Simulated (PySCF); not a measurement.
C₂H₄ClNSi, SMILES N#CC[SiH2]Cl. Atoms are numbered in the order given.

```xyz
9

N      2.7614    -0.4573    -0.3150
C      1.8993     0.3133    -0.2357
C      0.7844     1.2433    -0.1550
Si    -0.8925     0.4372    -0.5539
Cl    -1.2840    -1.0192     0.8640
H      0.7332     1.6799     0.8565
H      0.9414     2.0761    -0.8631
H     -1.9347     1.4927    -0.4766
H     -0.8490    -0.1816    -1.9007
```
Charge 0, spin multiplicity 1.

Coordinates come from a B3LYP-D3(BJ)/def2-SVP optimisation. The structure was generated by enumeration, and PubChem lists no compound with its InChIKey, so it may never have been made. The values are those of a single conformer.

Level of theory: KT2/pcSseg-1 (PySCF).

GIAO shieldings, no solvent; atoms listed in one row are averaged. δ = σ(ref) − σ: ¹⁵N against NH3 (σ = 266.2 ppm); ¹³C against TMS (σ = 185.1 ppm); ²⁹Si against TMS (σ = 361.9 ppm); ³⁵Cl against HCl (σ = 945.4 ppm); ¹H against TMS (σ = 31.47 ppm), references at their B3LYP-D3(BJ)/def2-TZVP geometries, non-relativistic (without spin–orbit terms, shifts of atoms bonded to Cl or Br come out too high).

Computed chemical shifts:
```
nucleus  atoms  count  δ (ppm)
-------  -----  -----  -------
¹⁵N         N1      1    288.6
¹³C         C2      1    108.9
¹³C         C3      1      9.8
²⁹Si       Si4      1     -4.3
³⁵Cl       Cl5      1    -28.3
¹H          H9      1     5.59
¹H          H8      1     5.44
¹H          H6      1     2.29
¹H          H7      1     1.98
```
